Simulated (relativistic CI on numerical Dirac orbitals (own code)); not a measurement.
## Sn⁹⁺: computed level list

Method of calculation: Dirac-Coulomb-Breit CI, orbitals from a KLI potential per configuration, a model potential for QED, unscaled Slater integrals (own radial code, finite nucleus).

Configuration list (outside the closed core [Ar] 3d10): 4s²4p⁶4d⁵, 4s²4p⁵4d⁶, 4s²4p⁶4d⁴4f, 4s²4p⁶4d⁴5s, 4s²4p⁴4d⁷, 4s²4p⁶4d⁴5p, 4s4p⁶4d⁶, 4s²4p⁶4d³5s², 4s²4p⁶4d³5s5p, 4s²4p⁶4d⁴5d, 4s²4p⁶4d³4f5s, 4s²4p⁶4d³5p², 4p⁶4d⁷, 4s²4p⁶4d⁴6s, 4s²4p⁶4d⁴6d, 4s4p⁶4d⁴5s². Levels of other configurations are missing.

The lowest level is 4s²4p⁶4d⁵ ⁶S5/2, with 95 % of that term; Hund's rules for 4s²4p⁶4d⁵ give ⁶S with J = 5/2, in agreement.

```tsv
No.	Configuration	Term	J	E (cm⁻¹)	%	Next component (%)	Lifetime (s)	jj configuration (%)
1	4s²4p⁶4d⁵	⁶S	5/2	0	95	4 ⁴P		4d3/2^2 4d5/2^3 (38)
2	4s²4p⁶4d⁵	⁴P	5/2	37864	29	27 ⁴G	1.76e-02	4d5/2 (70)
3	4s²4p⁶4d⁵	⁴P	3/2	41989	64	31 ⁴D	1.37e-02	4d3/2^3 4d5/2^2 (71)
4	4s²4p⁶4d⁵	⁴G	7/2	42277	83	7 ²F	6.03e-01	4d3/2^3 4d5/2^2 (67)
5	4s²4p⁶4d⁵	⁴G	5/2	42303	57	24 ⁴P	2.28e-02	4d3/2^3 4d5/2^2 (55)
6	4s²4p⁶4d⁵	⁴G	11/2	43233	93	6 ²H		4d3/2^3 4d5/2^2 (47)
7	4s²4p⁶4d⁵	⁴G	9/2	43780	95	3 ⁴F	7.30e+00	4d3/2^2 4d5/2^3 (59)
8	4s²4p⁶4d⁵	⁴P	1/2	44371	81	16 ⁴D	1.56e+00	4d3/2^2 4d5/2^3 (49)
9	4s²4p⁶4d⁵	⁴D	7/2	50161	84	10 ⁴G	8.06e-02	4d3/2^2 4d5/2^3 (75)
10	4s²4p⁶4d⁵	⁴D	5/2	53064	61	18 ⁴P	2.42e-02	4d3/2^3 4d5/2^2 (43)
11	4s²4p⁶4d⁵	⁴D	1/2	53238	83	16 ⁴P	4.55e-02	4d3/2^2 4d5/2^3 (81)
12	4s²4p⁶4d⁵	⁴D	3/2	54345	63	31 ⁴P	2.18e-02	4d3/2^2 4d5/2^3 (49)
13	4s²4p⁶4d⁵	²D	5/2	62239	33	30 ²F	6.99e-03	4d3/2 4d5/2^4 (44)
14	4s²4p⁶4d⁵	²I	11/2	62429	79	17 ²H	5.99e-02	4d3/2^2 4d5/2^3 (56)
15	4s²4p⁶4d⁵	²D	3/2	62957	60	35 ⁴F	1.79e-02	4d3/2^2 4d5/2^3 (63)
16	4s²4p⁶4d⁵	²F	7/2	64420	48	37 ⁴F	6.51e-02	4d3/2^3 4d5/2^2 (64)
17	4s²4p⁶4d⁵	²I	13/2	65968	100		7.09e-01	4d3/2^2 4d5/2^3 (100)
18	4s²4p⁶4d⁵	⁴F	9/2	66407	58	32 ²G	4.59e-02	4d3/2^3 4d5/2^2 (52)
19	4s²4p⁶4d⁵	⁴F	5/2	69180	70	21 ²F	3.42e-02	4d3/2^2 4d5/2^3 (72)
20	4s²4p⁶4d⁵	²F	7/2	72946	47	35 ⁴F	1.07e-02	4d3/2 4d5/2^4 (73)
21	4s²4p⁶4d⁵	²H	9/2	73472	59	27 ⁴F	1.59e-02	4d3/2^2 4d5/2^3 (90)
22	4s²4p⁶4d⁵	⁴F	3/2	73644	60	36 ²D	1.89e-02	4d3/2 4d5/2^4 (59)
23	4s²4p⁶4d⁵	²G	7/2	77625	82	16 ²F	5.12e-02	4d3/2^2 4d5/2^3 (82)
24	4s²4p⁶4d⁵	²F	5/2	78838	69	23 ²D	1.27e-02	4d3/2^2 4d5/2^3 (45)
25	4s²4p⁶4d⁵	²H	11/2	81340	77	20 ²I	9.80e-03	4d3/2 4d5/2^4 (87)
26	4s²4p⁶4d⁵	²F	7/2	83070	74	18 ⁴F	2.55e-02	4d3/2 4d5/2^4 (48)
27	4s²4p⁶4d⁵	²F	5/2	83091	50	32 ²D	8.43e-03	4d5/2^5 (48)
28	4s²4p⁶4d⁵	²G	9/2	83298	54	33 ²H	2.40e-02	4d3/2 4d5/2^4 (69)
29	4s²4p⁶4d⁵	²S	1/2	86550	94	3 ²P	1.05e-02	4d3/2^3 4d5/2^2 (38)
30	4s²4p⁶4d⁵	²D	3/2	95891	97	2 ⁴D	7.84e-03	4d3/2 4d5/2^4 (35)
31	4s²4p⁶4d⁵	²D	5/2	99321	84	12 ²F	6.60e-03	4d3/2 4d5/2^4 (44)
32	4s²4p⁶4d⁵	²G	9/2	108973	99	1 4s²4p⁴4d⁷ ²G	1.33e-02	4d3/2^2 4d5/2^3 (78)
33	4s²4p⁶4d⁵	²G	7/2	110140	95	4 ²F	9.68e-03	4d3/2 4d5/2^4 (46)
34	4s²4p⁶4d⁵	²P	3/2	126792	87	11 ²D	8.35e-03	4d3/2^2 4d5/2^3 (75)
35	4s²4p⁶4d⁵	²P	1/2	129510	96	3 ²S	5.81e-03	4d3/2^2 4d5/2^3 (43)
36	4s²4p⁶4d⁵	²D	5/2	139028	98	1 4s²4p⁴4d⁷ ²D	4.38e-03	4d3/2^2 4d5/2^3 (80)
37	4s²4p⁶4d⁵	²D	3/2	141121	87	11 ²P	4.28e-03	4d3/2 4d5/2^4 (64)
38	4s²4p⁶4d⁴5s	⁶D	1/2	453016	91	8 ⁴P	2.26e-06	4d3/2^2 4d5/2^2 5s (36)
39	4s²4p⁶4d⁴5s	⁶D	3/2	455359	95	4 ⁴P	2.28e-06	4d3/2^3 4d5/2 5s (60)
40	4s²4p⁶4d⁴5s	⁶D	5/2	458309	97	1 ⁴P	2.28e-06	4d3/2^2 4d5/2^2 5s (64)
41	4s²4p⁶4d⁴5s	⁶D	7/2	461444	97	2 ⁴F	2.24e-06	4d3/2^2 4d5/2^2 5s (51)
42	4s²4p⁶4d⁴5s	⁶D	9/2	464613	94	6 ⁴F	2.18e-06	4d3/2^2 4d5/2^2 5s (41)
43	4s²4p⁶4d⁴5s	⁴D	1/2	471209	87	10 ²P	5.70e-07	4d3/2^3 4d5/2 5s (46)
44	4s²4p⁶4d⁴5s	⁴D	3/2	474725	93	3 ²P	5.70e-07	4d3/2^2 4d5/2^2 5s (48)
45	4s²4p⁶4d⁴5s	⁴D	5/2	478467	93	2 ⁴F	5.66e-07	4d3/2^2 4d5/2^2 5s (55)
46	4s²4p⁶4d⁴5s	⁴D	7/2	481861	85	8 ²F	5.77e-07	4d3/2^2 4d5/2^2 5s (36)
47	4s²4p⁶4d⁴5s	⁴P	1/2	487057	76	8 ²S	1.19e-06	4d3/2^2 4d5/2^2 5s (43)
48	4s²4p⁶4d⁴5s	⁴H	7/2	488254	74	11 ⁴G	1.27e-06	4d3/2^3 4d5/2 5s (47)
49	4s²4p⁶4d⁴5s	⁴H	9/2	489205	62	18 ⁴G	1.28e-06	4d3/2^3 4d5/2 5s (52)
50	4s²4p⁶4d⁴5s	⁴H	11/2	492767	83	15 ⁴G	1.35e-06	4d3/2^2 4d5/2^2 5s (91)
51	4s²4p⁶4d⁴5s	⁴G	5/2	494003	53	41 ⁴F	1.28e-06	4d3/2^2 4d5/2^2 5s (56)
52	4s²4p⁶4d⁴5s	⁴P	3/2	494577	86	6 ⁴D	1.23e-06	4d3/2^2 4d5/2^2 5s (49)
53	4s²4p⁶4d⁴5s	⁴H	13/2	495338	91	9 ²I	1.32e-06	4d3/2^2 4d5/2^2 5s (69)
54	4s²4p⁶4d⁴5s	⁴F	7/2	495536	42	36 ⁴G	1.21e-06	4d3/2^2 4d5/2^2 5s (51)
55	4s²4p⁶4d⁴5s	⁴F	3/2	495668	90	6 ²D	1.25e-06	4d3/2^2 4d5/2^2 5s (58)
56	4s²4p⁶4d⁴5s	⁴F	9/2	497160	40	30 ⁴H	1.11e-06	4d3/2^2 4d5/2^2 5s (41)
57	4s²4p⁶4d⁴5s	⁴F	5/2	499460	41	33 ⁴G	1.07e-06	4d3/2^2 4d5/2^2 5s (46)
58	4s²4p⁶4d⁴5s	²P	1/2	502061	71	19 ⁴D	6.67e-07	4d3/2^2 4d5/2^2 5s (62)
59	4s²4p⁶4d⁴5s	²H	9/2	502195	54	31 ⁴G	7.96e-07	4d3/2^2 4d5/2^2 5s (82)
60	4s²4p⁶4d⁴5s	⁴P	5/2	502729	73	22 ⁴D	1.24e-06	4d3/2^2 4d5/2^2 5s (57)
61	4s²4p⁶4d⁴5s	²H	11/2	503118	47	30 ⁴G	8.41e-07	4d3/2^2 4d5/2^2 5s (77)
62	4s²4p⁶4d⁴5s	⁴G	7/2	503448	47	42 ⁴F	1.23e-06	4d3/2^2 4d5/2^2 5s (54)
63	4s²4p⁶4d⁴5s	⁴G	9/2	504222	36	30 ⁴F	1.01e-06	4d3/2^2 4d5/2^2 5s (67)
64	4s²4p⁶4d⁴5s	²G	7/2	506515	40	38 ²F	6.72e-07	4d3/2 4d5/2^3 5s (43)
65	4s²4p⁶4d⁴5s	⁴G	11/2	508068	55	27 ²H	9.79e-07	4d3/2 4d5/2^3 5s (81)
66	4s²4p⁶4d⁴5s	²F	5/2	509041	50	14 ⁴D	8.00e-07	4d3/2 4d5/2^3 5s (46)
67	4s²4p⁶4d⁴5s	⁴D	7/2	509589	81	12 ²F	1.04e-06	4d3/2^2 4d5/2^2 5s (46)
68	4s²4p⁶4d⁴5s	⁴D	3/2	509695	58	30 ²P	8.63e-07	4d3/2^2 4d5/2^2 5s (55)
69	4s²4p⁶4d⁴5s	²G	7/2	511889	71	18 ²F	7.33e-07	4d3/2^2 4d5/2^2 5s (60)
70	4s²4p⁶4d⁴5s	⁴D	5/2	512387	50	26 ²F	9.22e-07	4d3/2 4d5/2^3 5s (52)
```

Energies count from the lowest computed level; lifetimes are radiative, by E1, M1, E2, M2 decay to levels of this space only; some are left blank where a channel outside the calculation adds to the decay or the decay crosses a small, uncertain gap. Filled j subshells are mostly left out of the jj labels.

The mean weight of the leading LS term, summed over parents, in these 70 levels is 72 %, and that of the leading jj configuration (from the same eigenvectors) 58 %, so LS coupling describes them better.

At this charge energies of transitions that change n are usually good to better than 1 %, and those within a shell (Δn = 0) to a few per cent. Terms inside the open d or f shell come out 10 to 20 % too wide with unscaled integrals.

LS names give the leading component of a level, which can be under half, so a name can repeat, a term be missing and a line seem to break the LS rules.
